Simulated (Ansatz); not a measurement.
Calculated with Ansatz (gas phase, PBE0-D4/def2-TZVP geometries, no zero-point term in ΔE). CBS: MP2 limit from def2 TZ/QZ plus the TZ coupled-cluster correction, frozen cores. DFT in def2-TZVPP. HSE06 is defined as in plane-wave codes. Each species was taken in one conformer, which may not be the lowest.

`O=C/C=[CH]/[AlH2]` + `OB(O)S` → `O=COB(O)S` + `C=[CH][AlH2]`  (substitution at a C–C bond)

```json
{"level": "revPBE", "ΔE (eV)": "-0.20"}
{"level": "r2SCANh", "ΔE (eV)": "-0.26"}
{"level": "HSE06", "ΔE (eV)": "-0.24"}
{"level": "HF/def2-SVP", "ΔE (eV)": "-0.32"}
```

Task: What does CCSD(T)/CBS give? (Estimate.)

Result: The calculation gave: -0.19 eV. The listed levels differ from it by -0.01, -0.07, -0.05, -0.13 eV.

Largest T1 diagnostic among the species: 0.015.

At CCSD(T), def2-SVP lies −0.12 eV from the extrapolated value and def2-TZVPP −0.03 eV. Leaving LDA and LC-ωPBE aside and taking each functional with its dispersion term where it has one, the values, not all of them listed here, spread over 0.05 eV, from CAM-B3LYP-D4 to revPBE-D4. LDA lies −0.12 eV from PBE without D4. In def2-TZVPP, CCSD(T) changes the Hartree–Fock value by +0.04 eV (the triples alone add −0.01 eV) and MP2 by +0.07 eV.
